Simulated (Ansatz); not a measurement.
Geometry optimisation, DFT PBE-D3(BJ), scalar-relativistic, plane waves, PAW (Ansatz).

Input file:

```yaml
crystal:
  lattice:
    - [6.889419, 0.0, 0.0]
    - [0.0, 6.889419, 0.0]
    - [0.0, 0.0, 6.889419]
  atoms:
    - { symbol: O, position: [0.9628025, 0.2797851, 0.4788754] }
    - { symbol: H, position: [1.0006165, 0.3187048, 0.608568] }
    - { symbol: H, position: [0.8290623, 0.2389051, 0.4932694] }
    - { symbol: O, position: [0.3666418, 0.9957132, 0.9572505] }
    - { symbol: H, position: [0.2620825, 1.0617353, 0.8903681] }
    - { symbol: H, position: [0.4013709, 0.8905561, 0.8706441] }
    - { symbol: O, position: [0.3852829, 0.4944501, 0.9683629] }
    - { symbol: H, position: [0.343946, 0.5863669, 0.8703458] }
    - { symbol: H, position: [0.4286053, 0.3830261, 0.8943855] }
    - { symbol: O, position: [0.74713, 0.6789823, 0.8729002] }
    - { symbol: H, position: [0.7365525, 0.6723828, 0.7328668] }
    - { symbol: H, position: [0.6925009, 0.5571494, 0.9169138] }
    - { symbol: O, position: [0.4627527, 0.7324524, 0.2533859] }
    - { symbol: H, position: [0.5284684, 0.7943247, 0.3611729] }
    - { symbol: H, position: [0.567444, 0.6864016, 0.1716311] }
    - { symbol: O, position: [0.8420668, 0.1801092, 0.0499951] }
    - { symbol: H, position: [0.79373, 0.186164, 0.1818726] }
    - { symbol: H, position: [0.9528812, 0.2666241, 0.0503824] }
    - { symbol: O, position: [-0.0196611, 0.8750999, 0.6849785] }
    - { symbol: H, position: [0.1054504, 0.8644381, 0.6217468] }
    - { symbol: H, position: [-0.0291544, 1.011212, 0.7188631] }
    - { symbol: O, position: [0.4497837, 0.2676305, 0.4251988] }
    - { symbol: H, position: [0.3390915, 0.2306338, 0.3468197] }
    - { symbol: H, position: [0.5585061, 0.259648, 0.3364265] }
    - { symbol: C, position: [0.0428625, 0.8915417, 0.1965375] }
    - { symbol: C, position: [0.1073566, 0.724773, 0.310502] }
    - { symbol: "N", position: [0.1593797, 0.5902519, 0.4024295] }
    - { symbol: H, position: [-0.1153202, 0.8936108, 0.1876924] }
    - { symbol: H, position: [0.0920288, 1.0260981, 0.2642246] }
    - { symbol: H, position: [0.1021522, 0.8834997, 0.0498258] }
basis:
  ecutwfc: 420.0
kpoints:
  mp_grid: { grid: [1, 1, 1] }
hamiltonian:
  xc: pbe
  dispersion: d3bj
scf:
  occupations: { method: fermi_dirac, width: 0.05 }
  lower_state_search: "off"
relax:
  f_tol: 0.3
  max_steps: 15
  adjacent_minimum: "off"
```

Run as:

```bash
$ ansatz run input.yaml --threads 1 --pin off --max-ram 3072MiB --backend cpu --events-out ev --progress --plain --runs-dir out
```

Q: Where does it end, and by what steps?

A: It did not converge within its limit. The force dipped under the threshold on the way, but the program's further checks kept it going. Limits of this set-up: coarse k mesh. After 15 steps the energy has fallen by 4.559 eV; H30 moved furthest, 1.43 Å.

| step | energy less start (eV) | largest force component (eV/Å) | accepted |
| --- | --- | --- | --- |
| 0 | 0.0000 | 1.725 | yes |
| 1 | -0.8823 | 1.039 | yes |
| 2 | -1.4743 | 2.596 | yes |
| 3 | -2.2147 | 1.901 | yes |
| 4 | -2.7808 | 1.698 | yes |
| 5 | -3.2191 | 1.348 | yes |
| 6 | -3.5627 | 1.044 | yes |
| 7 | -3.8392 | 1.331 | yes |
| 8 | -4.0467 | 1.023 | yes |
| 9 | -4.2227 | 1.228 | yes |
| 10 | -4.3785 | 0.629 | yes |
| 11 | -4.4730 | 0.282 | yes |
| 12 | -4.4730 | 0.280 | yes |
| 13 | -4.5048 | 0.907 | yes |
| 14 | -4.5328 | 0.480 | yes |
| 15 | -4.5586 | 0.446 | yes |

```xyz
30
Lattice="6.8894 0.0000 0.0000 0.0000 6.8894 0.0000 0.0000 0.0000 6.8894" Properties=species:S:1:pos:R:3
O 6.314 1.107 3.353
H 6.821 1.899 3.619
H 5.396 1.443 3.196
O 2.158 7.275 6.038
H 1.324 6.842 5.758
H 2.850 6.571 6.081
O 2.290 3.053 6.107
H 1.947 3.276 5.217
H 2.378 2.061 6.073
O 4.070 5.249 6.461
H 4.898 5.389 5.941
H 3.693 4.371 6.221
O 3.650 5.895 2.337
H 3.582 6.863 2.383
H 3.868 5.725 1.398
O 6.416 2.280 0.575
H 6.595 1.661 1.306
H 7.291 2.448 0.177
O -0.393 5.981 5.189
H -0.055 5.239 4.660
H -0.567 6.703 4.523
O 3.835 2.013 2.475
H 3.148 2.573 2.876
H 4.094 2.467 1.655
C 0.675 5.165 1.431
C 0.938 4.331 2.555
N 1.140 3.653 3.473
H -0.384 5.088 1.172
H 0.986 6.187 1.662
H 1.270 4.801 0.590
```

Time of the run: 35 s on 1 thread of Arm Neoverse V2, on a shared host, peak memory 0.38 GiB.
